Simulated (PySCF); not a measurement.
C₅H₅F, SMILES C(=C(C=C)F)=C.

Coordinates come from a PBE0-D3(BJ)/def2-SVP optimisation. The values are those of a single conformer.

Two levels are set side by side: PBE/def2-TZVP (PySCF) and r2SCAN/def2-TZVP (PySCF). Same geometry, gas phase. Differences are taken from unrounded values.

| quantity | PBE |
|---|---|
| orbital gap (eV) | 3.86 |
| highest occupied level (eV) | -5.71 |
| lowest empty level (eV) | -1.85 |
| dipole moment (D) | 1.51 |
| mean polarisability (bohr³) | 70.4 |

**Question.** These are the PBE values. What does r2SCAN give? (The exact figures need the calculation; the answer reports its results.)

**Answer.** 
```csv
quantity,r2SCAN,PBE minus r2SCAN
orbital gap (eV),4.18,-0.32
highest occupied level (eV),-5.88,0.16
lowest empty level (eV),-1.70,-0.16
dipole moment (D),1.58,-0.06
mean polarisability (bohr³),69.8,0.6
```

Rough cost on one machine, each run with all the roots and properties that it gave: r2SCAN against PBE about 4 times.
